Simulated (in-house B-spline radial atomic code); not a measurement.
Configurations of the gold ion Au⁺, with energies counted from [Xe] 4f14 5d10. All numbers are computed (Dirac-Hartree-Fock, average of configuration; Fermi nucleus of rms radius 5.4371 fm) with an all-electron radial atomic-structure program (B-spline basis), not measured. Energies include first-order Breit, QED and recoil terms.

Occupations are held fixed; configurations that lie above the ionisation limit could autoionise.

```tsv
configuration	E - E(ref) (eV)	highest orbital	its <r> (bohr)
[Xe] 4f14 5d9 6s1	2.5293	6s1/2	2.679
[Xe] 4f14 5d9 6f1	16.961	6f5/2	15.51
[Xe] 4f14 5d9 6g1	17.646	6g7/2	21.99
[Kr] 4d10 4f14 5s2 5p5 5d10 6s1	63.492	6s1/2	2.649
[Kr] 4d10 4f14 5s2 5p5 5d10 8s1	76.839	8s1/2	11.61
[Kr] 4d10 4f14 5s2 5p5 5d10 7d1	77.294	7d5/2	11.92
[Kr] 4d10 4f14 5s2 5p5 5d10 7f1	78.86	7f5/2	23.66
[Kr] 4d10 4f14 5s2 5p5 5d10 9d1	78.977	9d5/2	27.65
[Kr] 4d10 4f14 5s2 5p5 5d10 9g1	79.714	9g7/2	55.74
[Xe] 4f13 5d10 6p1	89.102	6p3/2	3.727
[Xe] 4f13 5d10 8p1	96.688	8p3/2	14.09
[Kr] 4d9 4f14 5s2 5p6 5d10 5g1	359.14	5g7/2	13.75
```

Question: Order these further configurations by energy, lowest first.
A. [Kr] 4d10 4f14 5s2 5p5 5d10 7s1
B. [Xe] 4f14 5d9 7s1
C. [Kr] 4d9 4f14 5s2 5p6 5d10 8f1
D. [Xe] 4f13 5d10 6d1
E. [Xe] 4f13 5d10 9g1

Answer: B (12.718 eV), A (73.902 eV), D (94.094 eV), E (98.876 eV), C (360.2 eV).

Question: How far above the reference does [Kr] 4d10 4f14 5s2 5p5 5d10 6d1 lie?

Answer: 74.953 eV; its least bound orbital is 6d5/2 with <r> = 6.261 bohr.

Question: How far above the reference does [Kr] 4d9 4f14 5s2 5p6 5d10 6g1 lie?

Answer: 359.81 eV; its least bound orbital is 6g7/2 with <r> = 22 bohr.

Question: How far above the reference does [Xe] 4f13 5d10 8d1 lie?

Answer: 97.536 eV; its least bound orbital is 8d5/2 with <r> = 18.99 bohr.

Question: One of these lies 98.04 eV from the reference. Which?
A. [Xe] 4f13 5d10 7p1
B. [Kr] 4d9 4f14 5s2 5p6 5d10 7f1
C. [Xe] 4f14 5d9 5f1
D. [Xe] 4f13 5d10 6g1

Answer: D.
